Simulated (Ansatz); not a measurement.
Cartesian coordinates in Å:
```
C -0.7597 -2.0268 -0.8679
C 0.0423 -1.1259 0.0446
C -0.4635 0.2889 0.1030
O -1.4257 0.6737 -0.5120
C 0.3341 1.2568 0.9617
C 0.9449 2.3218 0.0839
O 2.1108 2.5975 0.0844
H -0.7510 -1.6514 -1.8921
H -0.3511 -3.0386 -0.8675
H -1.8022 -2.0749 -0.5502
H 1.0983 -1.0773 -0.2525
H 0.0628 -1.5047 1.0746
H 1.1160 0.7743 1.5475
H -0.3805 1.7535 1.6270
H 0.2243 2.8334 -0.5847
```

Charge 0, multiplicity 1.

Question: List the PBE/def2-TZVPP orbital energies in eV (Ansatz 0.2.0). (Estimate.)

Answer: Computed: Occupied: -510.53, -510.29, -271.62, -271.57, -269.64, -269.55, -268.90, -26.68, -26.52, -20.06, -19.21, -16.43, -14.60, -13.34, -12.42, -12.07, -11.42, -11.23, -10.83, -10.06, -9.86, -9.43, -9.10, -9.03, -8.63, -6.42, -5.85. Lowest empty: -2.37, -1.64, 0.20, 1.01, 1.21, 1.63, 1.98, 2.09.
